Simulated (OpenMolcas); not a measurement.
# What dynamic correlation does to the levels of C

```
Program             : OpenMolcas 26.06
Basis               : ANO-RCC [8s8p4d3f2g]
Scalar Hamiltonian  : DKH2, point nucleus
Active space        : 2 electrons in 9 orbitals (RAS2 2p; RAS3 3s 3d, at most 1 electron)
State averaging     : 2S+1 = 3 even, 3 roots; 2S+1 = 1 even, 6 roots; 2S+1 = 3 odd, 3 roots; 2S+1 = 1 odd, 3 roots
Spin-orbit coupling : RASSI with atomic mean-field integrals over the reference wave functions, term energies averaged over their components
```

Methods on the same reference wave functions:
A. RASSCF
B. SS-RASPT2, IPEA 0.25 Eh, imaginary shift 0.1 Eh (closed shells correlated: 1s 2s)
C. XMS-RASPT2, IPEA 0.25 Eh, imaginary shift 0.1 Eh (closed shells correlated: 1s 2s)

Energies in cm-1 above 2s2 2p2 3P0, the measured ground level; measured values from NIST Handbook of Basic Atomic Spectroscopic Data.

```json
{"Level": "2s2 2p2 3P0", "A": "0.0", "B": "0.0", "C": "0.0", "Measured": "0.0"}
{"Level": "2s2 2p2 3P1", "A": "15.7", "B": "15.7", "C": "15.7", "Measured": "16.4"}
{"Level": "2s2 2p2 3P2", "A": "46.9", "B": "46.9", "C": "46.8", "Measured": "43.4"}
{"Level": "2s2 2p2 1D2", "A": "12618", "B": "9920", "C": "9860", "Measured": "10193"}
{"Level": "2s2 2p2 1S0", "A": "30925", "B": "25870", "C": "26600", "Measured": "21648"}
{"Level": "2s2 2p 3s 3P* 0", "A": "59437", "B": "61470", "C": "61580", "Measured": "60333"}
{"Level": "2s2 2p 3s 3P* 1", "A": "59457", "B": "61490", "C": "61600", "Measured": "60353"}
{"Level": "2s2 2p 3s 3P* 2", "A": "59499", "B": "61540", "C": "61650", "Measured": "60393"}
{"Level": "2s2 2p 3s 1P* 1", "A": "60976", "B": "62930", "C": "62940", "Measured": "61982"}
```

Deviations, from unrounded energies. A percentage is the sum of absolute deviations over the sum of measured energies, with the sign that they share, or ± where signs differ.

| Against measurement | Levels | A | B | C |
| --- | --- | --- | --- | --- |
| mean absolute deviation (cm-1) | 8 | 1900 | 1100 | 1200 |
| fine structure of the ground term (%) | 2 | ±7.0 | ±7.0 | ±7.0 |
| other terms of the ground configuration (%) | 2 | +36.8 | ±14.1 | ±16.6 |
| other configurations (%) | 4 | -1.5 | +1.8 | +1.9 |

B lies closest to measurement on these levels and A furthest from it. The largest miss of B in the table is 2s2 2p2 1S0, by +4200 cm-1. The ranking rests on the paired levels alone, and a cruder setting can come out closer through cancelling errors.

Between B and C the level of the table that moves most is 2s2 2p2 1S0, by 720 cm-1 (lowest in B, highest in C). Moves below CASPT2's spread within the term are not significant.

The mean deviations of B to C differ by less than CASPT2's widest spread within a term (620 cm-1), so their order carries little weight.

From A to B the spin-free energies of the other terms of 2s2 2p2 shown, above 3P, scale by factors of 0.79 to 0.84.

The lowest spin-free term lies below A's lowest term by 0.120 hartree in B, 0.125 hartree in C.

CASPT2 breaks the degeneracy within a term, and the mean is taken; among the terms shown or strongly mixed into the levels shown the widest spread is 620 cm-1 (2s2 2p2 1D, C). ANO sets are built for valence states and can reach diffuse excited orbitals poorly. With the s shell closed, the reference lacks s² → p² mixing. Without dynamic correlation excited terms often stand tens of per cent too high (terms of higher spin than the ground term too low), and those without a measured partner can miss by more than the paired ones (holds for A). Some terms miss by over 15 % even with CASPT2, which points to a basis or an active space too small for the shells correlated (holds for B; C). Computed and measured levels are paired by configuration, term and J; levels that our copy of the source lacks, or whose pairing is in doubt (as where it misses far off the trend of its configuration), stay unpaired and out of the deviations. Only configurations of the active space appear.

* marks odd parity.
